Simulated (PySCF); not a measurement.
Positional isomers: furan mercapto+boryl. All species are isolated molecules in the gas phase. One relaxed conformer stands for each flexible species; it need not be the lowest. Strings in code marks are SMILES.

The numbers are results of PySCF with PBE-D3(BJ)/def2-TZVP // PBE0-D3(BJ)/def2-SVP, not measurements. All candidates: neutral, multiplicity 1. Excitations are Tamm–Dancoff values on a coarser integration grid. The basis has no diffuse functions, so Rydberg states are missing or too high.

```
Item                                           Result
-------------------------------------------  --------
brightest of the four lowest singlets (TDA)   3.55 eV
S1 excitation (TDA)                           3.55 eV
LUMO                                         -2.66 eV
```

**Question.** Identify which member has these values.
(A) `Bc1occc1S`
(B) `Bc1coc(S)c1`
(C) `Bc1cc(S)co1`
(D) `Bc1ccoc1S`

**Answer.** D, `Bc1ccoc1S`. The others give `Bc1occc1S`: 4.89 eV, 3.71 eV, -2.83 eV; `Bc1coc(S)c1`: 4.97 eV, 3.52 eV, -2.75 eV; `Bc1cc(S)co1`: 4.68 eV, 3.20 eV, -2.99 eV
